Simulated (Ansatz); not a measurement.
Z-matrix (Å, degrees):
```
C
Si 1 1.869
H 1 1.093 2 111.1
H 1 1.093 2 110.2 3 -119.8
H 1 1.093 2 111.5 3 120.8
N 2 1.733 1 113.0 3 -60.1
H 2 1.488 1 110.2 3 59.6
H 2 1.494 1 108.0 3 178.7
Al 6 1.783 2 123.8 1 118.6
C 6 1.462 2 115.8 1 -63.0
H 9 1.586 6 116.3 2 178.0
H 9 1.581 6 119.3 2 -2.3
H 10 1.097 6 111.6 2 -56.0
H 10 1.094 6 111.0 2 -175.7
H 10 1.096 6 112.0 2 64.5
```

The species carries charge 0 and has multiplicity 1.

(1) List the ωB97M-V/def2-TZVPP orbital energies in eV (the Gaussian-basis code of Ansatz). (Best estimate.)

Answers

(1) Computed: Occupied: -1806.73, -1531.68, -393.95, -282.18, -280.86, -147.77, -116.33, -101.89, -101.88, -101.86, -75.99, -75.81, -75.80, -26.72, -22.26, -21.02, -17.00, -15.48, -14.75, -14.18, -13.89, -13.51, -12.83, -11.56, -11.50, -11.08, -10.54, -9.37. Lowest empty: 0.67, 2.06, 2.45, 2.72, 3.19, 3.22, 3.80, 4.09.
